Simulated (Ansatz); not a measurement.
`N[C@@H](F)[Si@@H](F)Cl`. The species carries charge 0 and has multiplicity 1.

```tsv
atom	x (Å)	y (Å)	z (Å)
N1	-1.266	-0.349	0.687
C2	-0.491	-0.269	-0.478
F3	-0.951	0.691	-1.408
Si4	1.304	0.120	-0.034
F5	2.124	0.433	-1.356
Cl6	1.331	1.772	1.163
H7	-2.211	-0.673	0.533
H8	-1.266	0.503	1.232
H9	-0.537	-1.229	-1.006
H10	1.963	-0.998	0.667
```

Q: List the harmonic frequencies (cm⁻¹, unscaled) at PBE0-D4/def2-TZVP in Ansatz. (An estimate is asked.)

A: Computed: 59, 127, 137, 240, 314, 395, 441, 510, 543, 655, 748, 817, 830, 913, 968, 1102, 1230, 1324, 1396, 1672, 2285, 3056, 3549, 3640.

Q: Is this a minimum?

A: Yes, all 24 modes are real.

Q: Give the ideal-gas thermochemistry at 298.15 K and 1 bar (rigid rotor, harmonic oscillator; point group C1, symmetry number 1).

A: Zero-point energy 161.2 kJ/mol; H(298) − E = 183.2 kJ/mol; entropy 362.6 J/(mol·K), of which translation 169.7, rotation 118.3, vibration 74.7; G(298) − E = 75.0 kJ/mol. Modes under 100 cm⁻¹ are hindered rotations or soft bends, so the harmonic entropy is rough.

Q: And at 400, 500, 600, 800 and 1000 K?

A: 
```csv
T (K),H − E (kJ/mol),S (J/mol/K),G − E (kJ/mol)
400,195.7,398.8,36.2
500,209.9,430.3,-5.3
600,225.4,458.5,-49.7
800,259.4,507.3,-146.5
1000,296.2,548.4,-252.1
```
